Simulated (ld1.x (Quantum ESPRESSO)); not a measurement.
PBE PAW dataset for hafnium (Hf), fully relativistic all-electron reference.

| Quantity | Value |
| --- | --- |
| Element | hafnium (Hf) |
| Generator | ld1.x (Quantum ESPRESSO) 7.5 |
| Type | PAW |
| Functional | PBE |
| Relativity | fully relativistic |
| Frozen core | [Xe] 4f14 |
| Valence charge | 4 |
| Reference configuration | 5d2 6s1 6p1 |
| Partial waves | 6s (bound): rcut 1.20, rcutus 1.40 bohr; 6s channel at 2.55 Ry: rcut 1.20, rcutus 1.40 bohr; 6p (bound): rcut 3.50, rcutus 4.35 bohr; 6p channel at 1.45 Ry: rcut 3.50, rcutus 4.35 bohr; 5d (bound): rcut 1.50, rcutus 1.95 bohr; 5d channel at 0.35 Ry: rcut 1.50, rcutus 1.95 bohr; 5f channel at -0.1 Ry: rcut 4.05, rcutus 4.40 bohr |
| Local potential | all-electron potential smoothed inside 3.75 bohr (lloc = -2) |
| Core correction | Bessel-smoothed model core, default radius (core density twice the valence density) |
| Augmentation charge | PSQ, inside the norm-conserving radii |

Open shells are filled in proportion to 2j + 1 (rel_dist='average').

All-electron outer shells of the reference configuration (PBE, scalar-relativistic, ld1.x):

```csv
shell,level (eV),outermost node (bohr),outermost maximum (bohr)
5p,-37.04,0.60,1.16
4f,-18.30,–,0.45
6s,-6.00,1.36,2.85
5d,-3.88,0.67,1.67
6p,-2.06,1.65,3.95
```

Problem. Does this generation succeed?

Solution. No. ld1.x (Quantum ESPRESSO) 7.5 stopped with "find_q: problem finding q": no Bessel wave vectors were found for the pseudised augmentation function at its matching radius.
